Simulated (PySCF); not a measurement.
**Question.** Give a PBE0-D3(BJ)/def2-SVP geometry of `C#CC1=CC=C(C=O)B1`.

**Answer.** 
```xyz
14
C7H5BO angstrom
C     -3.6323    0.3199   -0.5737
C     -2.4431    0.1488   -0.3822
C     -1.0557   -0.0168   -0.1965
C     -0.4524   -0.8244    0.7168
C      1.0232   -0.7411    0.6222
C      1.4435    0.1145   -0.3454
C      2.8510    0.3762   -0.6390
O      3.2466    1.1343   -1.4925
B      0.1333    0.6955   -1.0047
H     -4.6832    0.4689   -0.7403
H     -0.9663   -1.4632    1.4398
H      1.6820   -1.3216    1.2789
H      3.5772   -0.1920    0.0020
H      0.0216    1.4843   -1.9027
```

Any rigid rotation of these coordinates is as good. Atoms count from 1 in this order. The C–C distances run from 1.217 Å (C1≡C2, drawn triple) to 1.481 Å (C4–C5, drawn single), a spread of 0.264 Å. The 2 B–C bonds span 1.578 Å (C6–B9, drawn single) to 1.604 Å (C3–B9, drawn single), a spread of 0.026 Å. B9 (ring boron) is planar (angles 129.2°, 126.8° and 104.0°, sum 360.0°, 0.00 Å off the plane of its three neighbours). The 9 heavy atoms lie in one plane (0.001 Å rms).

Bonds between heavy atoms (Å): C1≡C2 1.217, C2–C3 1.410, C3=C4 1.360, C4–C5 1.481, C5=C6 1.358, C6–C7 1.461, C7=O8 1.208, C6–B9 1.578, C3–B9 1.604.

Computed with PBE0-D3(BJ)/def2-SVP geometry optimisation, gas phase in PySCF 2.14.0.

Point group: Cs (every atom within 0.08 Å of its image). Not checked by PBE0-D3(BJ)/def2-SVP frequencies. One conformer, not necessarily the lowest (C5–C6–C7–O8 180°).

Hardware: an Arm Neoverse V1 with one thread (shared host). Cost: 67 s wall, 0.73 GiB resident at most. These figures are those of the optimisation.
